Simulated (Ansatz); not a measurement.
`BC(=O)O` + CH₃SH → `BSC` + `O=CO` at 700 K and 1 bar (ligand exchange at a B–C bond).

Computed with Ansatz on PBE0-D4/def2-TZVP structures; ΔE is electronic, products minus reactants. CBS: MP2 limit from def2 TZ/QZ plus the TZ coupled-cluster correction, frozen cores. This one scheme is used for every species. Each species was taken in one conformer, which may not be the lowest.

```csv
species,CCSD(T)/CBS energy (Eh),H − E (kJ/mol),S (J/(mol·K))
`BC(=O)O`,-214.97533,168.9,362.5
CH₃SH,-438.22835,160.2,309.0
`BSC`,-463.64092,210.7,367.1
`O=CO`,-189.60296,123.9,296.8
```

H − E and S are ideal-gas, rigid-rotor, harmonic terms from PBE0-D4/def2-TZVP, for one conformer and one mirror image of each species. 1 Eh = 2625.50 kJ/mol, R = 8.31446 J/(mol·K).

**Question.** By hand: ΔE, ΔH, ΔS and ΔG.

**Answer.** ΔE = (-463.64092) + (-189.60296) − (-214.97533) − (-438.22835) = -0.04020 Eh = -105.5 kJ/mol. Δ(H − E) = 210.7 + 123.9 − 168.9 − 160.2 = 5.5, so ΔH = -100.0 kJ/mol. ΔS = 367.1 + 296.8 − 362.5 − 309.0 = -7.6 J/(mol·K). ΔG = -100.0 − 700 × (-7.6)/1000 = -94.7 kJ/mol.

**Question.** By hand: the equilibrium constant, and the temperature at which ΔG would vanish if ΔH and ΔS stayed fixed.

**Answer.** log₁₀ K = −ΔG/(RT ln 10) = 7.1. ΔG = 0 at ΔH/ΔS = 13158 K, far beyond where these terms or the molecules hold.

The number of gas molecules stays the same, so ΔS is small and ΔH decides. A doubt of 5 kJ/mol in ΔE shifts log₁₀ K by 0.4 here. Other conformers and mirror images would add mixing entropy, several J/(mol·K) or more a flexible species. These are equilibria of isolated gas molecules and say nothing of rates. Largest T1 diagnostic: 0.019 (customary marks: 0.02 for closed shells, 0.045 for open ones).
